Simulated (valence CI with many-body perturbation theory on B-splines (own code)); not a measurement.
Results of a calculation; reference values are marked as such.
## Energy levels of Zr XXXV

Level of theory: relativistic CI+MBPT: four valence electrons over a frozen Dirac-Fock core [He], radial functions for each j: 11 s, 11 p, 10 d, 8 f, 5 g, 2 h, with the one-electron correlation potential Σ1, the two-electron term Σ2, the three-electron term Σ3, Breit, model QED; selected CI, second order for the rest, scaled by the run's own slope (own B-spline code, finite nucleus).

The last digits are not significant, and no measured levels were compared; by estimate large intervals hold to a few tenths of a per cent, small ones and those within an open d or f shell to about a per cent. Among the levels kept, up to 970 cm⁻¹ of a level comes from second order outside the variational space, and about a tenth of that is noise between levels of different J, which matters for small intervals.

Levels 46 to 90 of 199, with energies above the lowest level, (2s^2 2p1/2^2) J=0. "Leading %" is the weight of the configuration and term that name the level; weights of strongly mixed levels are sums over their largest components and can fall short. In the jj column 3d3/2^4 stands for four electrons in 3d with j = 3/2.

| No. | Configuration | Term | J | E (× 10³ cm⁻¹) | Leading % | Leading jj | Second component |
| --- | --- | --- | --- | --- | --- | --- | --- |
| 46 | 2s²2p3p | ¹S | 0 | 22161 | 72 | 2s^2 2p3/2 3p3/2 (95 %) | 24 % 2s²2p3p ³P |
| 47 | 2s2p²3s | ⁵P | 3 | 22201 | 60 | 2s 2p1/2 2p3/2 3s (86 %) | 35 % 2s2p²3s ³D |
| 48 | 2s²2p3d | ¹D° | 2 | 22297 | 43 | 2s^2 2p3/2 3d3/2 (80 %) | 32 % 2s²2p3d ³D° |
| 49 | 2s2p²3s | ³P | 2 | 22316 | 51 | 2s 2p1/2 2p3/2 3s (90 %) | 23 % 2s2p²3s ³D |
| 50 | 2s²2p3d | ³F° | 4 | 22324 | 97 | 2s^2 2p3/2 3d5/2 (97 %) |  |
| 51 | 2s²2p3d | ³D° | 3 | 22332 | 42 | 2s^2 2p3/2 3d3/2 (75 %) | 41 % 2s²2p3d ³F° |
| 52 | 2s2p²3d | ⁵F | 1 | 22336 | 58 | 2s 2p1/2^2 3d3/2 (88 %) | 24 % 2s2p²3d ³D |
| 53 | 2s2p²3p | ⁵P° | 1 | 22342 | 32 | 2s 2p1/2 2p3/2 3p1/2 (80 %) | 25 % 2s2p²3p ⁵D° |
| 54 | 2s2p²3d | ⁵F | 2 | 22358 | 37 | 2s 2p1/2^2 3d3/2 (74 %) | 20 % 2s2p²3d ⁵D |
| 55 | 2s²2p3d | ³P° | 1 | 22360 | 53 | 2s^2 2p3/2 3d3/2 (78 %) | 25 % 2s²2p3d ³D° |
| 56 | 2s²2p3d | ³P° | 0 | 22362 | 97 | 2s^2 2p3/2 3d3/2 (97 %) |  |
| 57 | 2s²2p3d | ³P° | 2 | 22383 | 43 | 2s^2 2p3/2 3d5/2 (72 %) | 21 % 2s²2p3d ³D° |
| 58 | 2s2p²3p | ⁵D° | 2 | 22403 | 38 | 2s 2p1/2 2p3/2 3p1/2 (77 %) | 17 % 2s2p²3p ³D° |
| 59 | 2s2p²3d | ⁵D | 3 | 22446 | 28 | 2s 2p1/2^2 3d5/2 (85 %) | 21 % 2s2p²3d ⁵F |
| 60 | 2s²2p3d | ¹F° | 3 | 22466 | 59 | 2s^2 2p3/2 3d5/2 (76 %) | 34 % 2s²2p3d ³D° |
| 61 | 2s²2p3d | ¹P° | 1 | 22495 | 69 | 2s^2 2p3/2 3d5/2 (95 %) | 16 % 2s²2p3d ³P° |
| 62 | 2s2p²3s | ³D | 1 | 22522 | 76 | 2s 2p1/2 2p3/2 3s (94 %) | 14 % 2s2p²3s ¹P |
| 63 | 2s2p²3p | ⁵D° | 3 | 22531 | 48 | 2s 2p1/2 2p3/2 3p1/2 (76 %) | 23 % 2s2p²3p ³D° |
| 64 | 2s2p²3d | ³F | 2 | 22532 | 21 | 2s 2p1/2^2 3d5/2 (42 %) | 18 % 2s2p²3s ³D |
| 65 | 2s2p²3s | ³D | 2 | 22570 | 23 | 2s 2p1/2 2p3/2 3s (53 %) | 19 % 2s2p²3s ¹D |
| 66 | 2s2p²3p | ⁵P° | 3 | 22576 | 45 | 2s 2p1/2 2p3/2 3p3/2 (87 %) | 30 % 2s2p²3p ⁵D° |
| 67 | 2s2p²3s | ³P | 0 | 22589 | 90 | 2s 2p1/2 2p3/2 3s (87 %) | 7 % 2s2p²3s ¹S |
| 68 | 2s2p²3s | ³P | 1 | 22591 | 55 | 2s 2p1/2 2p3/2 3s (86 %) | 21 % 2s2p²3s ¹P |
| 69 | 2s2p²3p | ⁵P° | 1 | 22609 | 34 | 2s 2p1/2 2p3/2 3p3/2 (96 %) | 24 % 2s2p²3p ³D° |
| 70 | 2s2p²3p | ⁵S° | 2 | 22648 | 43 | 2s 2p1/2 2p3/2 3p1/2 (82 %) | 27 % 2s2p²3p ³P° |
| 71 | 2s2p²3p | ³D° | 2 | 22666 | 50 | 2s 2p1/2 2p3/2 3p3/2 (85 %) | 26 % 2s2p²3p ⁵P° |
| 72 | 2s2p²3p | ³P° | 0 | 22715 | 74 | 2s 2p1/2 2p3/2 3p3/2 (93 %) | 19 % 2s2p²3p ⁵D° |
| 73 | 2s2p²3p | ⁵D° | 4 | 22738 | 62 | 2s 2p1/2 2p3/2 3p3/2 (90 %) | 37 % 2s2p²3p ³F° |
| 74 | 2s2p²3p | ³P° | 2 | 22793 | 52 | 2s 2p1/2 2p3/2 3p3/2 (92 %) | 20 % 2s2p²3p ¹D° |
| 75 | 2s2p²3p | ³D° | 1 | 22823 | 45 | 2s 2p1/2 2p3/2 3p3/2 (64 %) | 21 % 2s2p²3p ³S° |
| 76 | 2s2p²3p | ³F° | 2 | 22829 | 55 | 2s 2p1/2 2p3/2 3p1/2 (94 %) | 19 % 2s2p²3p ¹D° |
| 77 | 2s2p²3p | ³D° | 3 | 22847 | 43 | 2s 2p1/2 2p3/2 3p3/2 (87 %) | 25 % 2s2p²3p ⁵P° |
| 78 | 2s2p²3p | ¹P° | 1 | 22865 | 36 | 2s 2p1/2 2p3/2 3p1/2 (67 %) | 25 % 2s2p²3p ³D° |
| 79 | 2s2p²3p | ³P° | 0 | 22878 | 65 | 2s 2p1/2 2p3/2 3p1/2 (85 %) | 26 % 2s2p²3p ¹S° |
| 80 | 2s2p²3d | ⁵F | 2 | 22900 | 43 | 2s 2p1/2 2p3/2 3d3/2 (96 %) | 18 % 2s2p²3d ⁵D |
| 81 | 2s2p²3d | ⁵D | 0 | 22901 | 88 | 2s 2p1/2 2p3/2 3d3/2 (98 %) | 9 % 2s2p²3d ³P |
| 82 | 2s2p²3d | ⁵D | 1 | 22902 | 60 | 2s 2p1/2 2p3/2 3d3/2 (96 %) | 18 % 2s2p²3d ⁵F |
| 83 | 2s2p²3d | ⁵F | 3 | 22924 | 60 | 2s 2p1/2 2p3/2 3d3/2 (68 %) | 21 % 2s2p²3d ⁵P |
| 84 | 2s2p²3d | ⁵F | 4 | 22932 | 57 | 2s 2p1/2 2p3/2 3d5/2 (95 %) | 35 % 2s2p²3d ⁵D |
| 85 | 2s2p²3s | ³D | 3 | 22956 | 57 | 2s 2p3/2^2 3s (84 %) | 35 % 2s2p²3s ⁵P |
| 86 | 2s2p²3p | ³D° | 1 | 23007 | 39 | 2s 2p1/2 2p3/2 3p1/2 (89 %) | 14 % 2s2p²3p ¹P° |
| 87 | 2s2p²3d | ³P | 2 | 23031 | 26 | 2s 2p1/2 2p3/2 3d5/2 (84 %) | 23 % 2s2p²3d ³F |
| 88 | 2s2p²3s | ³P | 2 | 23059 | 34 | 2s 2p3/2^2 3s (82 %) | 29 % 2s2p²3s ¹D |
| 89 | 2s2p²3d | ³F | 4 | 23060 | 35 | 2s 2p1/2 2p3/2 3d3/2 (65 %) | 28 % 2s2p²3d ⁵D |
| 90 | 2s2p²3d | ³F | 3 | 23067 | 54 | 2s 2p1/2 2p3/2 3d5/2 (55 %) | 29 % 2s2p²3d ⁵P |
